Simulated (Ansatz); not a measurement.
Ideal-gas functions of CH$_{5}$B$_{2}$N, SMILES `BB1CN1` at 298.15 K and 1 bar, from an Ansatz frequency run at PBE0-D4/def2-TZVP.

Molar mass 52.68 g/mol, point group C1 (symmetry number 1), electronic degeneracy 1, moments of inertia 22.289, 89.729, 104.3 u Å². Harmonic wavenumbers (cm⁻¹, unscaled): 162, 182, 294, 370, 644, 704, 837, 913, 959, 993, 1001, 1134, 1160, 1179, 1490, 1600, 2581, 2651, 3076, 3155, 3673.

Use S(trans) = R[1.5 ln M + 2.5 ln T − 1.1517]; rotational temperatures θ = 24.2544 K / I; S(rot) = R[ln(√π/σ · √(T³/θAθBθC)) + 1.5]; for each mode x = 1.438777 ν̃/T, S = R[x/(eˣ − 1) − ln(1 − e⁻ˣ)] and H = RT x/(eˣ − 1); 1 cm⁻¹ = 0.0119627 kJ/mol; R = 8.31446 J/(mol·K).

Question: By hand: the entropy, in J/(mol·K).

Answer: Translation 158.3. Rotation: θ = 1.0882, 0.2703, 0.2325 K, giving 99.4. Vibration, mode by mode: 10.57, 9.66, 6.07, 4.52, 1.59, 1.26, 0.75, 0.55, 0.46, 0.40, 0.39, 0.23, 0.20, 0.19, 0.05, 0.03, 0.00, 0.00, 0.00, 0.00, 0.00, in all 36.9. Electronic 0.0. Sum 294.6 J/(mol·K).

Question: By hand: H − E and G − E in kJ/mol, counted from the electronic energy.

Answer: Zero-point energy ½ × 28758 × 0.0119627 = 172.0; thermal vibration 6.7; translation, rotation and pV give 4 RT = 9.9. H − E = 188.6 kJ/mol, and G − E = 188.6 − 298.15 × 294.6/1000 = 100.8 kJ/mol.

Vibration gives 13 % of the entropy. The sum counts one conformer and one mirror image; others add a mixing term.
